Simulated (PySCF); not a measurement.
Job file and geometry (Å, from GFN2-xTB) of an NMR shielding run on `InChI=1S/C8H6/c1-4-7-8(5-2)6-3/h2-4H,1H3`, GIAO PBE0/pcSseg-1 NMR shielding, non-relativistic, gas phase (PySCF 2.14.0, density-fitted response routines); density fitting, a coarse starting grid and PySCF grid level 2 are the driver's defaults:

```
$ OMP_NUM_THREADS=1 python probes_run.py task.json out

{"job": {"kind": "nmr", "xc": "PBE0", "basis": "pcSseg-1"}, "charge": 0, "multiplicity": 1}
C     -2.497095     2.024298     0.482979
C     -1.799137     1.079908     0.238116
C     -1.002754    -0.055074    -0.077144
C      0.204701    -0.220813     0.419948
C      1.397239    -0.378222     0.894813
C      2.650109     0.120651     0.238150
C     -1.594620    -1.004386    -0.954758
C     -2.126079    -1.780551    -1.699166
H     -3.099298     2.853649     0.705634
H      1.538391    -0.901070     1.834778
H      3.318034    -0.715031     0.032764
H      3.167534     0.810576     0.904050
H      2.424605     0.631946    -0.693930
H     -2.582308    -2.466353    -2.348401
```

Question: What does the program print?

Answer: 
```
coarse grid: 12408 points
cycle   1  E = -307.7325568162  dE =  1.294e+00  |g| = 4.466e-01  |ddm| = 3.853e+00
cycle   2  E = -307.7388043327  dE = -6.248e-03  |g| = 4.271e-01  |ddm| = 1.284e+00
cycle   3  E = -307.7758462787  dE = -3.704e-02  |g| = 1.746e-01  |ddm| = 6.722e-01
cycle   4  E = -307.7833098199  dE = -7.464e-03  |g| = 5.085e-02  |ddm| = 1.647e-01
cycle   5  E = -307.7839113060  dE = -6.015e-04  |g| = 1.325e-02  |ddm| = 4.141e-02
cycle   6  E = -307.7839487732  dE = -3.747e-05  |g| = 5.000e-03  |ddm| = 1.659e-02
cycle   7  E = -307.7839545111  dE = -5.738e-06  |g| = 1.186e-03  |ddm| = 4.619e-03
final grid: 121896 points
cycle   8  E = -307.8357493911  dE = -3.014e-05  |g| = 5.790e-03  |ddm| = 7.321e-02
cycle   9  E = -307.8357480732  dE =  1.318e-06  |g| = 6.201e-03  |ddm| = 1.175e-02
cycle  10  E = -307.8357577685  dE = -9.695e-06  |g| = 1.693e-03  |ddm| = 6.961e-03
cycle  11  E = -307.8357585047  dE = -7.363e-07  |g| = 4.057e-04  |ddm| = 1.891e-03
cycle  12  E = -307.8357585373  dE = -3.253e-08  |g| = 2.061e-04  |ddm| = 4.742e-04
cycle  13  E = -307.8357585477  dE = -1.040e-08  |g| = 4.929e-05  |ddm| = 2.176e-04
cycle  14  E = -307.8357585482  dE = -5.670e-10  |g| = 9.872e-06  |ddm| = 5.108e-05
converged SCF energy = -307.8357585482

GIAO shielding tensors (ppm)
atom      isotropic    diamagn.    paramagn.     s11        s22        s33       span
  0 C       97.435     258.096    -160.661     40.490     42.944    208.870    168.380
  1 C      106.615     248.249    -141.634      9.826     10.112    299.908    290.082
  2 C      107.686     253.193    -145.507     43.147    121.020    158.892    115.745
  3 C      -48.982     256.096    -305.078    -84.901    -35.261    -26.785     58.115
  4 C       89.249     261.938    -172.689      2.410    105.351    159.987    157.577
  5 C      169.508     248.212     -78.704    160.533    164.899    183.092     22.559
  6 C      106.623     248.215    -141.592      9.831     10.117    299.921    290.090
  7 C       97.394     258.068    -160.674     40.464     42.859    208.860    168.396
  8 H       29.075      33.540      -4.465     25.079     25.130     37.017     11.938
  9 H       25.802      30.369      -4.566     22.965     27.028     27.414      4.449
 10 H       29.793      27.870       1.922     25.784     27.467     36.128     10.343
 11 H       29.788      27.872       1.916     25.781     27.463     36.119     10.338
 12 H       29.854      30.061      -0.207     25.973     29.296     34.293      8.320
 13 H       29.074      33.530      -4.456     25.075     25.131     37.016     11.941
```

Question: Turn these shieldings into chemical shifts. Referencing at the same level of theory: 13C (186.93 ppm) and 1H (31.72 ppm) vs TMS.

Answer: Averaging equivalent atoms: C 3: 235.9; C 4: 97.7; C 0/7: 89.5; C 1/6: 80.3; C 2: 79.2; C 5: 17.4; H 9: 5.91; H 8/13: 2.64; H 10/11/12: 1.91 ppm. 

Size and cost of the density-fitted run: 166 basis functions, 25 s wall time on 1 thread of an Arm Neoverse V2, shared host; peak memory 0.74 GiB.
